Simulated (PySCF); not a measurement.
Electron correlation in Zn¹⁹⁺ (zinc, charge +19)

[Ne] 3s1, 2S determinant. Calculation: PySCF 2.14, in an uncontracted even-tempered set (16 s from 1.7 bohr⁻², ratio 2.5; 11 p from 2.2 bohr⁻², ratio 2.5; 5 d from 8.7 bohr⁻², ratio 2.7; 4 f from 13 bohr⁻², ratio 2.7); the non-relativistic Hamiltonian (point nucleus). Frozen: 1s2; 9 electrons correlated; the 20 highest virtual orbitals of each spin left out.

| level | correlation energy (mhartree) |
| --- | --- |
| CCSD | -313.92 |
| (T) | -0.32 |
| CCSD(T) | -314.24 |

Diagnostics: T1 = 0.00027, D1 = 0.0010, largest double amplitude 0.004.

Problem. Is a single reference adequate?

Solution. Yes, within this model without spin-orbit coupling: T1 lies below 0.03 and no double amplitude reaches 0.07.
